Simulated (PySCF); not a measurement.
NMR data simulated for an unnamed compound:

1H NMR (300 MHz, computed): δ 4.93 (m, 1H), 4.03 (m, 1H), 3.99 (m, 1H), 3.73 (s, 3H), 3.41 (m, 1H), 3.04 (m, 1H), 1.71 (m, 1H), 1.57 (m, 1H), 1.28 (m, 1H), 0.75 (m, 1H).

13C{1H} NMR (computed): δ 74.5 (CH2), 64.3 (CH2), 53.1 (CH3), 29.0 (CH2), 15.0 (CH2).

How the numbers were obtained: structure optimised with GFN2-xTB, PBE0/pcSseg-1 with gauge-including orbitals, in PySCF (no relativistic terms, no solvent model, a single conformation, rapidly exchanging positions averaged).

Chemical shifts δ = σref − σ; 1H (σ = 31.72 ppm) and 13C (σ = 186.93 ppm) against TMS, all at this level.

**Question.** Which of these does the molecule contain: an ester, a Si–H bond, a nitrile, a heteroaromatic ring?

**Answer.** 
- An ester: no.
- A Si–H bond: yes (δH 4.93 (m)).
- A nitrile: no.
- A heteroaromatic ring: no.

The data belong to `InChI=1S/C5H12O2Si/c1-6-8-4-2-3-7-5-8/h8H,2-5H2,1H3/t8-/m0/s1`; they needn't prove each group on their own.

Carbon signals by region: 3 at 50–100 ppm, 2 below 50 ppm.

Shifts are as computed. Against solution values, carbons near 30 ppm lie about +3 ppm off and those near 130 ppm about +5 ppm. Of 1309 compounds with measured shifts, 239 miss one by over three times the rms of a fit or turn the order of signals round; such compounds aren't used in these exercises. No couplings were computed; multiplicities are counted from neighbouring protons, with m where these are inequivalent, close in shift, in a saturated or five-membered ring or joined by F or P, and br s for small geminal =CH2 splittings.
